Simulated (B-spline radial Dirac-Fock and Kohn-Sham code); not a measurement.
# Auger parameter of arsenic: the L3 level and its strongest L3-MM line

The computed values come from a radial atomic solver: multi-electron Dirac-Fock with separately optimised hole states, Breit and Lamb-shift corrections added in first order. The modified Auger parameter α′ is the binding energy plus the kinetic energy of the Auger electron; it does not depend on the energy zero. For free ions it tends to fall with charge, since less charge screens the final holes.

| species | configuration | binding 2p3/2 (eV) | Auger line | kinetic (eV) | α′ (eV) |
| --- | --- | --- | --- | --- | --- |
| As⁺ | [Ar] 3d10 4s2 4p2 | 1343.5 | M3M3 J=2 | 993.8 | 2337.3 |
| As²⁺ | [Ar] 3d10 4s2 4p1 | 1356.2 | M3M3 J=2 | 980.0 | 2336.2 |
| As²⁺ (Watson 1.8 Å) | [Ar] 3d10 4s2 4p1 | 1340.4 | M3M3 J=2 | 996.0 | 2336.3 |
| As²⁺ (Watson 2.4 Å) | [Ar] 3d10 4s2 4p1 | 1344.2 | M3M3 J=2 | 992.0 | 2336.2 |
| As³⁺ | [Ar] 3d10 4s2 | 1370.3 | M3M3 J=2 | 965.2 | 2335.5 |
| As³⁺ (Watson 2.2 Å) | [Ar] 3d10 4s2 | 1350.7 | M3M3 J=2 | 984.8 | 2335.5 |
| As⁴⁺ | [Ar] 3d10 4s1 | 1387.0 | M3M3 J=2 | 948.2 | 2335.2 |
| As⁴⁺ (Watson 1.8 Å) | [Ar] 3d10 4s1 | 1355.0 | M3M3 J=2 | 980.2 | 2335.2 |
| As⁴⁺ (Watson 2.2 Å) | [Ar] 3d10 4s1 | 1360.8 | M3M3 J=2 | 974.4 | 2335.2 |
| As⁵⁺ | [Ar] 3d10 | 1404.9 | M3M3 J=2 | 930.4 | 2335.3 |
| As⁶⁺ | [Ar] 3d9 | 1440.3 | M3M3 J=2 | 905.2 | 2345.5 |
| As⁷⁺ | [Ar] 3d8 | 1478.5 | M3M3 J=2 | 879.4 | 2357.8 |
